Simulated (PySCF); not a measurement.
Record of a relaxation.

C₃H₈O₃Si.
Atom-mapped SMILES: `[CH3:1][C:2](=[O:3])[O:4][CH2:5][O:6][SiH3:7]` (hydrogens: H8, H9, H10 on C1; H11, H12 on C5; H13, H14, H15 on Si7)

Computed by this run: PBE0-D3(BJ)/def2-SVP geometry optimisation, gas phase (PySCF 2.14.0); density fitting, grid level 1; the optimiser is geomeTRIC in internal coordinates, started from a GFN2-xTB structure with every atom displaced at random (about 0.01 Å). 11 of its 12 geometries are shown. The frame can shift and turn from step to step; on so coarse a grid that alone can change the energy by a few meV, and forces under 0.02 eV/Å are noise.

Step 0: E = -17238.0140 eV, largest atomic force 2.130 eV/Å
```
atom  x, y, z in Å  |  force x, y, z in eV/Å
C1      2.387    0.319    0.604   -1.192   1.731  -0.344
C2      1.096    0.195   -0.199    0.947   0.564  -0.016
O3      0.565    1.064   -0.857    0.221  -0.424   0.511
O4      0.652   -1.049   -0.121   -1.163  -0.653  -0.322
C5     -0.563   -1.323   -0.872    0.176   0.197   0.591
O6     -1.693   -0.860   -0.252    1.239  -1.694  -0.215
Si7    -2.206    0.672   -0.035   -1.157   0.387   0.058
H8      3.223    0.063   -0.035    0.492  -0.247  -0.267
H9      2.492    1.386    0.919    0.048  -0.608  -0.211
H10     2.339   -0.314    1.474    0.112  -0.533   0.473
H11    -0.619   -2.412   -0.923    0.133  -0.207  -0.038
H12    -0.441   -0.870   -1.855    0.107   0.082  -0.466
H13    -1.470    1.377    0.985    0.467   0.514   0.731
H14    -3.566    0.327    0.438   -0.315   0.437   0.103
H15    -2.212    1.406   -1.290   -0.117   0.455  -0.588
```

Step 1: E = -17238.2257 eV, largest atomic force 0.405 eV/Å
```
atom  x, y, z in Å  |  force x, y, z in eV/Å
C1      2.428    0.297    0.567   -0.050   0.062   0.033
C2      1.109    0.174   -0.134   -0.179  -0.164  -0.135
O3      0.508    1.076   -0.665    0.141  -0.062   0.058
O4      0.648   -1.090   -0.127    0.039   0.214   0.041
C5     -0.551   -1.325   -0.872    0.151   0.001  -0.137
O6     -1.681   -0.889   -0.246   -0.151   0.258   0.273
Si7    -2.268    0.687   -0.039    0.101  -0.183  -0.059
H8      3.245    0.067   -0.140   -0.097  -0.040   0.072
H9      2.558    1.327    0.922   -0.006   0.005  -0.049
H10     2.477   -0.404    1.409    0.069  -0.047  -0.043
H11    -0.589   -2.422   -0.950   -0.029   0.044  -0.056
H12    -0.424   -0.864   -1.870    0.000  -0.035   0.046
H13    -1.517    1.424    1.014   -0.027   0.004   0.011
H14    -3.669    0.501    0.441    0.025  -0.086  -0.030
H15    -2.291    1.425   -1.331    0.012   0.031  -0.025
```

Step 2: E = -17238.2272 eV, largest atomic force 0.288 eV/Å
```
atom  x, y, z in Å  |  force x, y, z in eV/Å
C1      2.445    0.285    0.567   -0.010   0.004   0.097
C2      1.145    0.171   -0.164    0.045   0.061  -0.090
O3      0.606    1.073   -0.755   -0.131  -0.040   0.072
O4      0.647   -1.073   -0.118   -0.129   0.081   0.033
C5     -0.551   -1.297   -0.864    0.100  -0.149  -0.143
O6     -1.683   -0.871   -0.229    0.053   0.219   0.180
Si7    -2.301    0.686   -0.021   -0.079  -0.209  -0.102
H8      3.262   -0.015   -0.106    0.006  -0.029   0.000
H9      2.604    1.328    0.867    0.004  -0.007  -0.024
H10     2.457   -0.378    1.441    0.034  -0.017  -0.010
H11    -0.596   -2.392   -0.954   -0.007  -0.001  -0.044
H12    -0.424   -0.834   -1.859   -0.023   0.029   0.039
H13    -1.611    1.429    1.068    0.081   0.013  -0.023
H14    -3.704    0.429    0.410    0.004   0.023   0.001
H15    -2.313    1.444   -1.304    0.051   0.022   0.013
```

Step 3: E = -17238.2364 eV, largest atomic force 0.113 eV/Å
```
atom  x, y, z in Å  |  force x, y, z in eV/Å
C1      2.425    0.289    0.569   -0.018   0.067   0.050
C2      1.119    0.173   -0.151    0.057  -0.044   0.013
O3      0.552    1.071   -0.720   -0.032   0.061   0.027
O4      0.642   -1.078   -0.118   -0.042  -0.052  -0.022
C5     -0.550   -1.307   -0.867    0.020  -0.045  -0.054
O6     -1.675   -0.876   -0.223    0.031   0.029   0.104
Si7    -2.271    0.686   -0.027   -0.066  -0.053  -0.075
H8      3.235    0.009   -0.119    0.035  -0.020  -0.024
H9      2.576    1.328    0.884    0.018   0.001  -0.008
H10     2.461   -0.391    1.430   -0.006  -0.004  -0.010
H11    -0.595   -2.400   -0.966   -0.015  -0.009  -0.011
H12    -0.429   -0.835   -1.858    0.000   0.023  -0.005
H13    -1.556    1.430    1.047    0.018   0.011  -0.007
H14    -3.674    0.450    0.417   -0.015   0.025   0.004
H15    -2.277    1.434   -1.317    0.014   0.012   0.018
```

Step 4: E = -17238.2385 eV, largest atomic force 0.135 eV/Å
```
atom  x, y, z in Å  |  force x, y, z in eV/Å
C1      2.448    0.274    0.570   -0.004  -0.056   0.013
C2      1.120    0.172   -0.113    0.062   0.080   0.077
O3      0.538    1.097   -0.621   -0.088  -0.051  -0.089
O4      0.645   -1.080   -0.115    0.024  -0.015  -0.051
C5     -0.551   -1.298   -0.861   -0.053   0.030   0.005
O6     -1.674   -0.870   -0.206    0.072  -0.059   0.061
Si7    -2.292    0.687   -0.052   -0.015   0.051   0.035
H8      3.237    0.020   -0.155    0.022  -0.012  -0.010
H9      2.607    1.303    0.912   -0.007  -0.006  -0.006
H10     2.517   -0.436    1.403    0.000   0.000   0.014
H11    -0.599   -2.390   -0.971   -0.005  -0.002  -0.007
H12    -0.438   -0.816   -1.847    0.031   0.030  -0.014
H13    -1.569    1.475    0.984   -0.044   0.004   0.001
H14    -3.687    0.451    0.418   -0.013   0.008  -0.019
H15    -2.321    1.396   -1.363    0.018  -0.003  -0.010
```

Step 6: E = -17238.2467 eV, largest atomic force 0.120 eV/Å
```
atom  x, y, z in Å  |  force x, y, z in eV/Å
C1      2.467    0.253    0.561    0.022  -0.026  -0.048
C2      1.132    0.165   -0.110    0.013   0.042  -0.021
O3      0.540    1.089   -0.612    0.023  -0.001   0.052
O4      0.659   -1.088   -0.125    0.028  -0.031   0.026
C5     -0.553   -1.279   -0.846   -0.087   0.032  -0.076
O6     -1.656   -0.857   -0.153    0.071  -0.059   0.073
Si7    -2.309    0.689   -0.043   -0.023   0.064  -0.093
H8      3.245   -0.024   -0.168   -0.018   0.007   0.016
H9      2.647    1.282    0.892   -0.002   0.000   0.011
H10     2.532   -0.453    1.399   -0.014   0.017   0.019
H11    -0.615   -2.366   -0.990    0.003   0.001   0.009
H12    -0.454   -0.764   -1.819   -0.016  -0.020   0.001
H13    -1.662    1.511    1.016    0.010  -0.020   0.022
H14    -3.727    0.444    0.344    0.004   0.003   0.005
H15    -2.264    1.380   -1.364   -0.013  -0.010   0.003
```

Step 7: E = -17238.2504 eV, largest atomic force 0.089 eV/Å
```
atom  x, y, z in Å  |  force x, y, z in eV/Å
C1      2.493    0.224    0.560    0.043  -0.003  -0.050
C2      1.150    0.164   -0.097   -0.056   0.009  -0.024
O3      0.554    1.103   -0.564    0.036   0.001   0.054
O4      0.673   -1.087   -0.140    0.028  -0.026   0.004
C5     -0.558   -1.253   -0.835   -0.063   0.007  -0.031
O6     -1.635   -0.835   -0.101    0.044  -0.028   0.042
Si7    -2.332    0.695   -0.054   -0.022   0.053  -0.068
H8      3.258   -0.060   -0.180   -0.015   0.009   0.018
H9      2.694    1.246    0.900    0.004   0.005   0.014
H10     2.555   -0.494    1.389   -0.018   0.021   0.014
H11    -0.632   -2.337   -0.996    0.009  -0.006  -0.005
H12    -0.482   -0.722   -1.802   -0.004  -0.018   0.008
H13    -1.732    1.570    0.991    0.020  -0.021   0.017
H14    -3.753    0.428    0.308   -0.002   0.013   0.005
H15    -2.271    1.341   -1.398   -0.005  -0.015   0.001
```

Step 8: E = -17238.2533 eV, largest atomic force 0.048 eV/Å
```
atom  x, y, z in Å  |  force x, y, z in eV/Å
C1      2.505    0.208    0.558    0.017  -0.005  -0.021
C2      1.154    0.158   -0.085   -0.040  -0.020  -0.019
O3      0.549    1.108   -0.518    0.006   0.007   0.027
O4      0.682   -1.094   -0.157    0.030   0.019   0.004
C5     -0.565   -1.244   -0.828   -0.024   0.013  -0.008
O6     -1.621   -0.821   -0.066    0.012  -0.017   0.012
Si7    -2.335    0.704   -0.064    0.007   0.031  -0.025
H8      3.264   -0.069   -0.191   -0.012  -0.003   0.013
H9      2.709    1.226    0.910   -0.003   0.002   0.000
H10     2.569   -0.516    1.380   -0.002   0.007   0.007
H11    -0.650   -2.326   -0.999    0.003  -0.001   0.004
H12    -0.506   -0.704   -1.791    0.002  -0.017   0.002
H13    -1.758    1.600    0.974    0.009  -0.012   0.007
H14    -3.762    0.439    0.279    0.001   0.003  -0.001
H15    -2.253    1.315   -1.422   -0.006  -0.009  -0.003
```

Step 9: E = -17238.2546 eV, largest atomic force 0.044 eV/Å
```
atom  x, y, z in Å  |  force x, y, z in eV/Å
C1      2.502    0.207    0.556    0.000   0.013   0.010
C2      1.148    0.156   -0.079   -0.003  -0.042   0.011
O3      0.534    1.108   -0.492   -0.013   0.006  -0.003
O4      0.684   -1.099   -0.163    0.018   0.037  -0.015
C5     -0.569   -1.247   -0.826   -0.009  -0.001   0.016
O6     -1.617   -0.819   -0.058   -0.005  -0.010  -0.011
Si7    -2.325    0.710   -0.070    0.015   0.017   0.007
H8      3.259   -0.062   -0.197    0.001  -0.010   0.001
H9      2.703    1.223    0.914    0.002   0.001  -0.008
H10     2.573   -0.521    1.375    0.003   0.000  -0.001
H11    -0.656   -2.330   -0.993   -0.002  -0.001   0.004
H12    -0.513   -0.712   -1.792    0.002  -0.004  -0.002
H13    -1.749    1.605    0.970   -0.004   0.000  -0.002
H14    -3.755    0.455    0.267   -0.002  -0.002  -0.003
H15    -2.235    1.310   -1.432   -0.003  -0.003  -0.003
```

Step 10: E = -17238.2550 eV, largest atomic force 0.034 eV/Å
```
atom  x, y, z in Å  |  force x, y, z in eV/Å
C1      2.503    0.206    0.554   -0.010   0.010   0.012
C2      1.144    0.154   -0.072    0.012  -0.032   0.003
O3      0.525    1.107   -0.475   -0.014   0.010  -0.005
O4      0.684   -1.100   -0.163    0.011   0.019  -0.008
C5     -0.571   -1.249   -0.823   -0.005   0.002   0.016
O6     -1.617   -0.817   -0.054   -0.002  -0.006  -0.014
Si7    -2.321    0.714   -0.074    0.008   0.004   0.011
H8      3.255   -0.064   -0.203    0.002  -0.010  -0.003
H9      2.706    1.222    0.910    0.002   0.000  -0.008
H10     2.579   -0.521    1.373    0.002   0.000   0.001
H11    -0.659   -2.332   -0.986    0.000  -0.001   0.006
H12    -0.516   -0.717   -1.790    0.002  -0.001  -0.003
H13    -1.752    1.608    0.970   -0.004   0.004  -0.004
H14    -3.755    0.461    0.253   -0.002   0.000  -0.002
H15    -2.223    1.311   -1.438   -0.001   0.000  -0.002
```

Step 11: E = -17238.2553 eV, largest atomic force under 0.02 eV/Å
```
atom  x, y, z in Å  |  force x, y, z in eV/Å
C1      2.504    0.205    0.552   -0.005   0.004   0.003
C2      1.142    0.153   -0.068    0.011   0.001   0.004
O3      0.519    1.107   -0.464   -0.005   0.001  -0.002
O4      0.684   -1.102   -0.162   -0.001  -0.004  -0.003
C5     -0.573   -1.251   -0.818    0.001  -0.004   0.005
O6     -1.618   -0.814   -0.052   -0.001   0.006  -0.009
Si7    -2.318    0.720   -0.078   -0.003  -0.010   0.005
H8      3.251   -0.073   -0.207    0.003  -0.007  -0.001
H9      2.711    1.223    0.900    0.002   0.000  -0.006
H10     2.582   -0.517    1.375   -0.002   0.002   0.002
H11    -0.662   -2.335   -0.976   -0.001  -0.001   0.004
H12    -0.517   -0.725   -1.789   -0.001   0.001   0.001
H13    -1.757    1.612    0.971    0.000   0.005  -0.004
H14    -3.755    0.468    0.237    0.001   0.002   0.000
H15    -2.211    1.314   -1.442    0.002   0.002  -0.001
```

**Question.** Summarise the path.

**Answer.** The energy falls by 0.2413 eV from step 0 to step 11; nine tenths of that is first reached at step 3. It falls at every step. The largest force goes from 2.130 to under 0.02 eV/Å. Among the bonds O6–Si7 changes most, from 1.630 to 1.686 Å; the atoms move by 0.224 Å rms after alignment.

What follows is the cost of the whole optimisation. Time: 58 s of wall time; peak memory 0.62 GiB. Hardware: one thread of an AMD EPYC 9R45, on a shared host.
